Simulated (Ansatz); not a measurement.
A run for Ansatz (a quantum-chemistry and plane-wave program): R-B3LYP/def2-TZVPP on H4OSi2 (SMILES O[Si][SiH3]), a point of a torsion scan.

Ansatz 0.2 input:
```yaml
crystal:
  periodic: [false, false, false]
  atoms:
    - {symbol: O, position_ang: [2.29046423, -0.27650652, -0.09531950]}
    - {symbol: Si, position_ang: [0.99608645, -0.82073781, 0.73062346]}
    - {symbol: Si, position_ang: [-0.96141117, 0.08509598, -0.03580105]}
    - {symbol: H, position_ang: [2.35314526, 0.34132932, -0.82485637]}
    - {symbol: H, position_ang: [-1.59149782, 0.70273211, 1.14700493]}
    - {symbol: H, position_ang: [-1.81881131, -1.06949156, -0.36647440]}
    - {symbol: H, position_ang: [-1.25048611, 1.04762914, -1.11945816]}
basis:
  gaussian:
    orbitals: def2-TZVPP
hamiltonian:
  xc: {name: B3LYP}
scf: {lower_state_search: off}
```

The head of its log:

```
WARN ansatz: RAYON_NUM_THREADS=1 ignored (pool sized by the plan → 1); use --threads N
Functional definition: B3LYP
these checks for a lower state are left out or cut short: stability, starts, cluster_reference, orbital_swaps, neighbouring_geometries, increment
integrals: 0.08 GiB planned
969 factors; their error is unknown
mean field: 0.68 GiB planned
mean field evaluation 1: about -17863.7503 eV, gradient 5.8e1 eV
mean field evaluation 2: about -17840.4279 eV, gradient 1.2e2 eV
```

Q: Give the final energy of this run.

A: -656.6890 hartree.
